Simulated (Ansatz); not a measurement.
Input for Ansatz (a quantum-chemistry and plane-wave program): R-SVWN5/def2-TZVPP on CS (SMILES [C]=S), 2S+1 = 1, a spin state set in the input, which need not be the lowest.

Ansatz 0.2 input:
```yaml
crystal:
  periodic: [false, false, false]
  atoms:
    - {symbol: C, position_ang: [-0.00000000, -0.00000000, -1.11416084]}
    - {symbol: S, position_ang: [0.00000000, 0.00000000, 0.41781032]}
basis:
  gaussian:
    orbitals: def2-TZVPP
hamiltonian:
  xc: {name: SVWN5}
```

The log:

```
WARN ansatz: RAYON_NUM_THREADS=1 ignored (pool sized by the plan → 1); use --threads N
Functional definition: SVWN5
integrals: 0.01 GiB planned
464 factors; their error is unknown
mean field: 0.12 GiB planned
mean field evaluation 1: about -11815.3906 eV, gradient 5.9e1 eV
mean field evaluation 2: about -11769.3767 eV, gradient 1.2e2 eV
mean field evaluation 4: about -11823.7454 eV, gradient 4.5e0 eV
mean field evaluation 8: about -11823.7825 eV, gradient 2.9e-2 eV
mean field -11823.78249803 eV, -434.5159923548 hartree, gradient 4.4e-5 eV, S^2 0.000000; 0 other end points of the search recorded, 0 dependent functions left out
reference -11823.78252059 eV, -434.5159931840 hartree; 11, 11 occupied and 62, 62 virtual orbitals, 464 factors
Total energy: -11823.78252059 eV, -434.5159931840 hartree
```

The run converged.

Cost: about 0.4 core-seconds (a rough figure).
